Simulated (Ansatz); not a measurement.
A single point on C₁₂H₁₂Sn, SMILES `c1cc[c]([SnH2][c]2ccccc2)cc1`.

```yaml
crystal:
  periodic: [false, false, false]
  atoms:
    - {symbol: C, position_ang: [-3.925391, -0.756389, 0.871082]}
    - {symbol: C, position_ang: [-2.780869, -0.460827, 1.596832]}
    - {symbol: C, position_ang: [-1.529374, -0.655808, 1.030116]}
    - {symbol: C, position_ang: [-1.403257, -1.149365, -0.267379]}
    - {symbol: Sn, position_ang: [0.527734, -1.430676, -1.124973]}
    - {symbol: C, position_ang: [1.752331, 0.192071, -0.483906]}
    - {symbol: C, position_ang: [1.204775, 1.464936, -0.332998]}
    - {symbol: C, position_ang: [1.988817, 2.529205, 0.089198]}
    - {symbol: C, position_ang: [3.333361, 2.333264, 0.367651]}
    - {symbol: C, position_ang: [3.890264, 1.071153, 0.225803]}
    - {symbol: C, position_ang: [3.103052, 0.008598, -0.195763]}
    - {symbol: C, position_ang: [-2.561290, -1.437317, -0.986522]}
    - {symbol: C, position_ang: [-3.814644, -1.244199, -0.422285]}
    - {symbol: H, position_ang: [-4.903771, -0.603781, 1.312609]}
    - {symbol: H, position_ang: [-2.862139, -0.076045, 2.607468]}
    - {symbol: H, position_ang: [-0.644722, -0.411015, 1.610310]}
    - {symbol: H, position_ang: [0.348566, -1.474605, -2.826855]}
    - {symbol: H, position_ang: [1.262207, -2.886996, -0.605266]}
    - {symbol: H, position_ang: [0.152110, 1.634874, -0.538496]}
    - {symbol: H, position_ang: [1.547871, 3.513561, 0.201945]}
    - {symbol: H, position_ang: [3.946866, 3.163833, 0.698157]}
    - {symbol: H, position_ang: [4.940108, 0.912140, 0.446384]}
    - {symbol: H, position_ang: [3.554596, -0.973909, -0.294698]}
    - {symbol: H, position_ang: [-2.493897, -1.813886, -2.002685]}
    - {symbol: H, position_ang: [-4.706503, -1.472917, -0.995327]}
basis:
  gaussian: {orbitals: def2-TZVPP}
hamiltonian: {xc: pbe}
correlation: {method: rpa}
```

```sh
$ ansatz run in.yaml --threads 11 --pin off --events-out ev --progress --plain --max-ram 166912MiB --backend cuda --devices 0, --max-vram 75GiB
```

Output, abridged:

```
Functional definition: PBE
3712 factors; integrals over basis functions are off by at most 1.2e-3 eV
mean field evaluation 1: about -18425.2716 eV, gradient 1.1e2 eV
mean field evaluation 2: about -18425.2255 eV, gradient 1.1e2 eV
mean field evaluation 4: about -18456.1967 eV, gradient 2.6e1 eV
mean field evaluation 8: about -18458.0434 eV, gradient 1.1e0 eV
mean field evaluation 16: about -18458.0458 eV, gradient 2.7e-3 eV
mean field -18458.04576928 eV, -678.3206707083 hartree, gradient 7.0e-6 eV, S^2 0.000000; 0 other end points of the search recorded, 0 dependent functions left out
16 core orbitals not correlated: weight in the atoms' cores, before any rotation towards them, 1.000 or more for the frozen orbitals, at most 0.000 for the correlated occupied ones
reference -18361.53828276 eV, -674.7740859939 hartree; 37, 37 occupied and 537, 537 virtual orbitals, 3712 factors
Total energy: -18455.85340924 eV, -678.2401029628 hartree
```

Run time 4.1 s (11 threads of an AMD EPYC 7R13 on a shared host and a whole NVIDIA H100 80 GB); peak host memory 3.7 GiB.
